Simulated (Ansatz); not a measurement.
Reaction (ligand exchange at a B–C bond): `BC1=C(S)C1` + H–F → `BF` + `SC1=CC1`

Computed with Ansatz on PBE0-D4/def2-TZVP structures; ΔE is electronic, products minus reactants. CBS: MP2 limit from def2 TZ/QZ plus the TZ coupled-cluster correction, frozen cores. This one scheme is used for every species. Functionals use def2-TZVPP. HSE06 is defined as in plane-wave codes. One conformer a species, not always the lowest.

| level | ΔE (kJ/mol) |
| --- | --- |
| PBE0-D4 | -73.7 |
| HSE06-D4 | -73.1 |
| CAM-B3LYP-D4 | -90.4 |
| PBE-QIDH | -80.7 |

**Question.** What does CCSD(T)/CBS give? (An estimate is asked.)

**Answer.** The calculation gave: -82.5 kJ/mol. The listed levels differ from it by 8.8, 9.4, -7.9, 1.8 kJ/mol.

Largest T1 diagnostic among the species: 0.013.

In def2-TZVPP, CCSD(T) changes the Hartree–Fock value by +20.2 kJ/mol (the triples alone add +4.4 kJ/mol) and MP2 by +25.6 kJ/mol. From PBE to PBE0 (25 % exact exchange), in def2-TZVPP and without D4, ΔE moves by −5.0 kJ/mol. At CCSD(T), def2-SVP lies −23.0 kJ/mol from the extrapolated value and def2-TZVPP −3.1 kJ/mol.
